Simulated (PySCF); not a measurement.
A GIAO shielding run with PySCF 2.14 (density fitting, non-relativistic, gas phase) on SMILES [Si@@H]([SiH2]N[SiH3])([SiH3])[SiH2][SiH3], H$_{15}$NSi$_{6}$:

```
$ OMP_NUM_THREADS=1 python probes_run.py task.json out

{"job": {"kind": "nmr", "xc": "PBE0", "basis": "pcSseg-1"}, "charge": 0, "multiplicity": 1}
Si     2.414295     1.949111    -0.229874
N      1.639222     0.939222    -1.397053
Si     1.483666    -0.795626    -1.431787
Si     0.041893    -1.424076     0.277364
Si    -1.401674    -3.120171    -0.405364
Si    -1.126842     0.359981     1.251230
Si    -2.138851     1.799634    -0.246595
H      2.305578     1.235639     1.041461
H      1.689724     3.221184    -0.224777
H      3.827416     2.185268    -0.552510
H      1.495035     1.387484    -2.286902
H      0.942429    -1.066277    -2.772218
H      2.825300    -1.400173    -1.402259
H      0.879785    -2.032889     1.343604
H     -2.310027    -3.578917     0.648160
H     -0.725480    -4.325068    -0.894614
H     -2.259824    -2.670175    -1.506006
H     -2.156175    -0.181647     2.162754
H     -0.272206     1.127874     2.173115
H     -3.076555     1.078944    -1.115583
H     -1.171312     2.447690    -1.134128
H     -2.915809     2.882372     0.363941
```

Hardware: 1 thread of an Arm Neoverse V1, shared host. The job also computes population analyses, field gradients.

**Question.** How large is the calculation?

**Answer.** 106 electrons, 236 basis functions and 1368 auxiliary functions.

**Question.** How long does it take, and how much memory does it need?

**Answer.** 64 s of wall time, with 13 SCF cycles and 4 response iterations; peak memory 1.1 GiB. Times on a shared host scatter by some tens of per cent.
